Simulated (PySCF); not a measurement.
These are B3LYP-D3(BJ)/def2-TZVP // PBE-D3(BJ)/def2-SVP (PySCF) values and carry that method's errors. Gas-phase values, no solvent. B3LYP has the VWN-RPA correlation part, as in Gaussian. 

Reference species: [Zn(F)(Cl)] (neutral, multiplicity 1).

```json
{
  "dipole_moment": "0.67 D"
}
```

Changed species: [Zn(F)(Br)] (Y = Br; the reference has Y = Cl).

Task: Give the shifts of the dipole moment.

Result: the dipole moment rises by 0.33 D, to 1.00 D.
